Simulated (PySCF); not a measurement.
C$_{2}$H$_{9}$AlOSi, triplet, at a GFN2-xTB geometry (such geometries of metal compounds can be far from the true shape) (a higher spin typed on purpose: for a closed-shell molecule this is an excited state) (in this run its highest filled SCF level lies above zero, so its values depend strongly on the basis, on diffuse functions most of all); SVWN5/STO-3G in PySCF.

Input for PySCF:
```python
from pyscf import gto, scf, dft

mol = gto.M(
    atom='''
Al    0.199478    1.010722    0.641988
C     1.963463    1.672895   -0.597991
H     2.725823    0.903381   -0.540822
H     2.310899    2.607505   -0.166498
H     1.625132    1.810606   -1.619373
C    -1.508235    0.647724    2.073173
H    -1.321984   -0.289043    2.587221
H    -2.426797    0.601439    1.498426
H    -1.514934    1.485191    2.765063
O    -0.079684   -0.407637   -0.258654
Si   -0.344606   -1.753785   -1.115008
H    -1.521196   -2.413000   -0.541814
H     0.845717   -2.598287   -0.995946
H    -0.585289   -1.356797   -2.503861
''',
    basis='sto-3g',
    charge=0,
    spin=2,
    verbose=4,
    symmetry=True,
)

mf = dft.UKS(mol)
mf.xc = 'lda,vwn'
mf.kernel()
mf.analyze()
```

What the program printed (banner, timings and long lists left out):

```
PySCF version 2.14.0

[INPUT] verbose = 4
[INPUT] num. atoms = 14
[INPUT] num. electrons = 56
[INPUT] charge = 0
[INPUT] spin (= nelec alpha-beta = 2S) = 2
[INPUT] symmetry True subgroup None
[INPUT] Mole.unit = angstrom
[INPUT] Symbol           X                Y                Z      unit          X                Y                Z       unit  Magmom
[INPUT]  1 Al     0.199478000000   1.010722000000   0.641988000000 AA    0.376958787876   1.909987768073   1.213181495257 Bohr   0.0
[INPUT]  2 C      1.963463000000   1.672895000000  -0.597991000000 AA    3.710407325717   3.161313385154  -1.130039214955 Bohr   0.0
[INPUT]  3 H      2.725823000000   0.903381000000  -0.540822000000 AA    5.151058934040   1.707142676136  -1.022005462140 Bohr   0.0
[INPUT]  4 H      2.310899000000   2.607505000000  -0.166498000000 AA    4.366966211531   4.927470318434  -0.314635620288 Bohr   0.0
[INPUT]  5 H      1.625132000000   1.810606000000  -1.619373000000 AA    3.071054396267   3.421549459494  -3.060171463515 Bohr   0.0
[INPUT]  6 C     -1.508235000000   0.647724000000   2.073173000000 AA   -2.850151081483   1.224020964308   3.917729178843 Bohr   0.0
[INPUT]  7 H     -1.321984000000  -0.289043000000   2.587221000000 AA   -2.498187701057  -0.546212108223   4.889139113723 Bohr   0.0
[INPUT]  8 H     -2.426797000000   0.601439000000   1.498426000000 AA   -4.585981689916   1.136554990632   2.831614757928 Bohr   0.0
[INPUT]  9 H     -1.514934000000   1.485191000000   2.765063000000 AA   -2.862810356792   2.806604232669   5.225211787168 Bohr   0.0
[INPUT] 10 O     -0.079684000000  -0.407637000000  -0.258654000000 AA   -0.150580936510  -0.770322288239  -0.488785221023 Bohr   0.0
[INPUT] 11 Si    -0.344606000000  -1.753785000000  -1.115008000000 AA   -0.651210960882  -3.314173331370  -2.107059746699 Bohr   0.0
[INPUT] 12 H     -1.521196000000  -2.413000000000  -0.541814000000 AA   -2.874643821784  -4.559909138575  -1.023880070455 Bohr   0.0
[INPUT] 13 H      0.845717000000  -2.598287000000  -0.995946000000 AA    1.598173508889  -4.910050823018  -1.882065174856 Bohr   0.0
[INPUT] 14 H     -0.585289000000  -1.356797000000  -2.503861000000 AA   -1.106035913721  -2.563974736632  -4.731611543980 Bohr   0.0

nuclear repulsion = 266.215002274672
point group symmetry = C1
symmetry origin: [0. 0. 0.]
symmetry axis x: [1. 0. 0.]
symmetry axis y: [0. 1. 0.]
symmetry axis z: [0. 0. 1.]
num. orbitals of irrep A = 42
number of shells = 28
number of NR pGTOs = 126
number of NR cGTOs = 42
basis = sto-3g
ecp = {}

******** <class 'pyscf.dft.uks.UKS'> ********
method = UKS
initial guess = minao
damping factor = 0
level_shift factor = 0
DIIS = <class 'pyscf.scf.diis.CDIIS'>
diis_start_cycle = 1
diis_space = 8
diis_damp = 0
SCF conv_tol = 1e-09
SCF conv_tol_grad = None
SCF max_cycles = 50
direct_scf = True
direct_scf_tol = 1e-13
number electrons alpha = 29  beta = 27
XC library pyscf.dft.libxc version 7.1.2
    S. Lehtola, C. Steigemann, M. J. T. Oliveira, and M. A. L. Marques,  SoftwareX 7, 1–5 (2018)
XC functionals = lda,vwn
    P. A. M. Dirac,  Math. Proc. Cambridge Philos. Soc. 26, 376 (1930)
    F. Bloch,  Z. Phys. 57, 545 (1929)
    S. H. Vosko, L. Wilk, and M. Nusair,  Can. J. Phys. 58, 1200 (1980)
radial grids:
    Treutler-Ahlrichs [JCP 102, 346 (1995); DOI:10.1063/1.469408] (M4) radial grids

becke partition: Becke, JCP 88, 2547 (1988); DOI:10.1063/1.454033
pruning grids: <function nwchem_prune>
grids dens level: 3
symmetrized grids: True
atomic radii adjust function: <function treutler_atomic_radii_adjust>
small_rho_cutoff = 0
Set gradient conv threshold to 3.16228e-05
tot grids = 168952
init E= -676.459619080978

cycle= 1 E= -676.462905293866  delta_E= -0.00329  |g|= 0.586  |ddm|= 3.13

cycle= 2 E= -673.427714186361  delta_E= 3.04  |g|= 2.24  |ddm|= 3.11

cycle= 3 E= -676.703233398311  delta_E= -3.28  |g|= 0.228  |ddm|= 2.53

cycle= 4 E= -676.665574488029  delta_E= 0.0377  |g|= 0.308  |ddm|= 0.723

cycle= 5 E= -676.737111856787  delta_E= -0.0715  |g|= 0.0637  |ddm|= 0.41

cycle= 6 E= -676.739407118303  delta_E= -0.0023  |g|= 0.033  |ddm|= 0.0785

cycle= 7 E= -676.740175804488  delta_E= -0.000769  |g|= 0.007  |ddm|= 0.0397

cycle= 8 E= -676.740213343245  delta_E= -3.75e-05  |g|= 0.00233  |ddm|= 0.0165

cycle= 9 E= -676.740215686447  delta_E= -2.34e-06  |g|= 0.00169  |ddm|= 0.0078

cycle= 10 E= -676.740218464837  delta_E= -2.78e-06  |g|= 0.00013  |ddm|= 0.00384

cycle= 11 E= -676.740218478433  delta_E= -1.36e-08  |g|= 7.34e-05  |ddm|= 0.000439

cycle= 12 E= -676.740218483227  delta_E= -4.79e-09  |g|= 1.54e-05  |ddm|= 0.000181

cycle= 13 E= -676.740218483434  delta_E= -2.06e-10  |g|= 3.39e-06  |ddm|= 2.69e-05

Extra cycle  E= -676.740218483233  delta_E= 2e-10  |g|= 1.65e-05  |ddm|= 3.22e-05
converged SCF energy = -676.740218483233  <S^2> = 2.0026887  2S+1 = 3.0017919
**** SCF Summaries ****
Total Energy =                        -676.740218483233321
Nuclear Repulsion Energy =             266.215002274672088
One-electron Energy =                -1474.791760076196852
Two-electron Energy =                  531.836539318291443
Two-electron Coulomb Energy =          590.822232299417237
DFT Exchange-Correlation Energy =      -58.985692981125780
**** MO energy ****
                             alpha | beta                alpha | beta
MO #1   energy= -64.3798417903825  | -64.3798890824888  occ= 1 | 1
MO #2   energy= -54.414854039222   | -54.4104611270582  occ= 1 | 1
MO #3   energy= -18.2771601109407  | -18.270168492656   occ= 1 | 1
MO #4   energy= -9.48866074560518  | -9.47788400367653  occ= 1 | 1
MO #5   energy= -9.48830988454198  | -9.47757775091623  occ= 1 | 1
MO #6   energy= -4.8347375123833   | -4.83480023074093  occ= 1 | 1
MO #7   energy= -3.64451957372747  | -3.63912141558015  occ= 1 | 1
MO #8   energy= -3.23105320757551  | -3.23109202605033  occ= 1 | 1
MO #9   energy= -3.22788545408453  | -3.22798888798747  occ= 1 | 1
MO #10  energy= -3.22773331241223  | -3.22779953284006  occ= 1 | 1
MO #11  energy= -2.22224557961858  | -2.21688141411794  occ= 1 | 1
MO #12  energy= -2.21725344702129  | -2.21142023231804  occ= 1 | 1
MO #13  energy= -2.21685721137453  | -2.20999445026183  occ= 1 | 1
MO #14  energy= -0.793493525079641 | -0.775892974528471 occ= 1 | 1
MO #15  energy= -0.530717834234662 | -0.514254343375418 occ= 1 | 1
MO #16  energy= -0.529178777322821 | -0.512883707975658 occ= 1 | 1
MO #17  energy= -0.443012316120469 | -0.439659879109813 occ= 1 | 1
MO #18  energy= -0.312701945257759 | -0.303402406664274 occ= 1 | 1
MO #19  energy= -0.283221594465994 | -0.276652035522553 occ= 1 | 1
MO #20  energy= -0.279829284852358 | -0.275545291582886 occ= 1 | 1
MO #21  energy= -0.275772258975476 | -0.267005892462342 occ= 1 | 1
MO #22  energy= -0.274956841124832 | -0.266143337381437 occ= 1 | 1
MO #23  energy= -0.273845728491193 | -0.264923250324128 occ= 1 | 1
MO #24  energy= -0.271837677270418 | -0.263390573075126 occ= 1 | 1
MO #25  energy= -0.163197340413082 | -0.129524910098283 occ= 1 | 1
MO #26  energy= -0.159648552335918 | -0.122356174268283 occ= 1 | 1
MO #27  energy= -0.125608934405645 | -0.114139786671691 occ= 1 | 1
MO #28  energy= -0.101079247089295 | -0.0581110551693228 occ= 1 | 0
MO #29  energy= 0.081809772195361  | 0.131379271293804  occ= 1 | 0
MO #30  energy= 0.155670431769152  | 0.178025857906532  occ= 0 | 0
MO #31  energy= 0.23411871217889   | 0.243941265280489  occ= 0 | 0
MO #32  energy= 0.264730024546912  | 0.267053076901729  occ= 0 | 0
MO #33  energy= 0.321498491666418  | 0.32619797843302   occ= 0 | 0
MO #34  energy= 0.332497885386654  | 0.334106140922552  occ= 0 | 0
MO #35  energy= 0.399076617291151  | 0.432546663595543  occ= 0 | 0
MO #36  energy= 0.436012099536108  | 0.451337524762342  occ= 0 | 0
MO #37  energy= 0.46744252057946   | 0.48192169632523   occ= 0 | 0

To work with the spin densities directly, `use mulliken_meta_spin()` only printing them here.

 ** Mulliken spin pop alpha/beta on meta-lowdin orthogonal AOs **
 ** Mulliken Spin Density (per AO)  **
spin_pop of  0 Al 1s        0.00000
spin_pop of  0 Al 2s        0.00008
spin_pop of  0 Al 3s        0.33963
spin_pop of  0 Al 2px      -0.00010
spin_pop of  0 Al 2py       0.00003
spin_pop of  0 Al 2pz      -0.00005
spin_pop of  0 Al 3px       0.04969
spin_pop of  0 Al 3py       0.08268
spin_pop of  0 Al 3pz       0.06038
spin_pop of  1 C 1s        0.00001
spin_pop of  1 C 2s        0.07225
spin_pop of  1 C 2px       0.28941
spin_pop of  1 C 2py       0.05976
spin_pop of  1 C 2pz       0.14418
spin_pop of  2 H 1s       -0.01145
spin_pop of  3 H 1s       -0.01046
spin_pop of  4 H 1s       -0.01145
spin_pop of  5 C 1s        0.00001
spin_pop of  5 C 2s        0.07223
spin_pop of  5 C 2px       0.26854
spin_pop of  5 C 2py       0.02525
spin_pop of  5 C 2pz       0.20269
spin_pop of  6 H 1s       -0.01155
spin_pop of  7 H 1s       -0.01152
spin_pop of  8 H 1s       -0.01058
spin_pop of  9 O 1s        0.00000
spin_pop of  9 O 2s        0.00889
spin_pop of  9 O 2px       0.21065
spin_pop of  9 O 2py       0.02353
spin_pop of  9 O 2pz       0.12749
spin_pop of  10 Si 1s        0.00000
spin_pop of  10 Si 2s        0.00000
spin_pop of  10 Si 3s       -0.00100
spin_pop of  10 Si 2px      -0.00000
spin_pop of  10 Si 2py       0.00000
spin_pop of  10 Si 2pz      -0.00000
spin_pop of  10 Si 3px      -0.00397
spin_pop of  10 Si 3py      -0.00157
spin_pop of  10 Si 3pz      -0.00233
spin_pop of  11 H 1s        0.02757
spin_pop of  12 H 1s        0.00476
spin_pop of  13 H 1s        0.00631
 ** Mulliken Spin Density (per atom)  **
spin density of  0 Al =      0.53233
spin density of  1 C =      0.56561
spin density of  2 H =     -0.01145
spin density of  3 H =     -0.01046
spin density of  4 H =     -0.01145
spin density of  5 C =      0.56873
spin density of  6 H =     -0.01155
spin density of  7 H =     -0.01152
spin density of  8 H =     -0.01058
spin density of  9 O =      0.37056
spin density of  10 Si =     -0.00887
spin density of  11 H =      0.02757
spin density of  12 H =      0.00476
spin density of  13 H =      0.00631
 ** Mulliken pop alpha/beta on meta-lowdin orthogonal AOs **
 ** Mulliken pop       alpha | beta **
In total            29.00000 | 27.00000
 ** Mulliken atomic charges   ( Nelec_alpha | Nelec_beta ) **
charge of  0Al =      0.42361  (     6.55436      6.02203 )
charge of  1C =     -0.31225  (     3.43893      2.87332 )
charge of  2H =      0.03755  (     0.47550      0.48695 )
charge of  3H =      0.04067  (     0.47444      0.48489 )
charge of  4H =      0.03756  (     0.47549      0.48694 )
charge of  5C =     -0.31164  (     3.44018      2.87145 )
charge of  6H =      0.03758  (     0.47544      0.48699 )
charge of  7H =      0.03756  (     0.47546      0.48698 )
charge of  8H =      0.04070  (     0.47436      0.48494 )
charge of  9O =     -0.24632  (     4.30844      3.93788 )
charge of  10Si =      0.49684  (     6.74714      6.75602 )
charge of  11H =     -0.08775  (     0.55766      0.53009 )
charge of  12H =     -0.09737  (     0.55107      0.54630 )
charge of  13H =     -0.09675  (     0.55153      0.54522 )
Dipole moment(X, Y, Z, Debye): -0.28694, -1.21098, -0.72956
```
